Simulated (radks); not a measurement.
Tl V, 77 electrons, occupied as [Xe] 4f14 5d9.

Method: Dirac Kohn-Sham, AM05, spin-unpolarised, spherical densities, point nucleus; open shells fill j = l - 1/2 first; computed with a radial shooting solver on a logarithmic mesh with Libxc functionals.

Energy parts (hartree):
part                       energy
total                 -20274.3435
kinetic                23498.2911
electron-nucleus      -51120.9810
Hartree                 7718.1896
exchange-correlation    -369.8432

Orbitals (lengths in bohr, moments of r in powers of bohr; r(max) is where P^2 peaks):
orbital	occ.	eigenvalue (hartree)	r(max)
1s1/2	2	-3141.106	0.01003
2s1/2	2	-560.2476	0.05837
2p1/2	2	-537.8631	0.04280
2p3/2	4	-462.0310	0.05041
3s1/2	2	-134.9930	0.1643
3p1/2	2	-124.9073	0.1531
3p3/2	4	-108.0505	0.1685
3d3/2	4	-91.41335	0.1309
3d5/2	6	-87.81126	0.1351
4s1/2	2	-31.42271	0.3695
4p1/2	2	-27.08293	0.3672
4p3/2	4	-22.97619	0.3987
4d3/2	4	-15.89553	0.3903
4d5/2	6	-15.12918	0.4000
4f5/2	6	-5.97770	0.3553
4f7/2	8	-5.80839	0.3598
5s1/2	2	-6.48886	0.8079
5p1/2	2	-5.02373	0.8485
5p3/2	4	-4.26570	0.9263
5d3/2	4	-2.23691	1.082
5d5/2	5	-2.14569	1.114

The highest occupied level is 5d5/2 at -58.387 eV. For comparison, the ionisation energy in NIST's Atomic Spectra Database is 62.6 eV (measured). In exact Kohn-Sham theory the highest level is minus the ionisation energy, but local and semilocal functionals leave it too shallow, through self-interaction and a potential that decays too fast; potentials with the right tail come closer. The density falls to 0.001 e/bohr^3 at r = 3.03 bohr.

Beside tabulated values, note that spin-unpolarised runs miss the spin-polarisation part of the exchange energy of open shells.
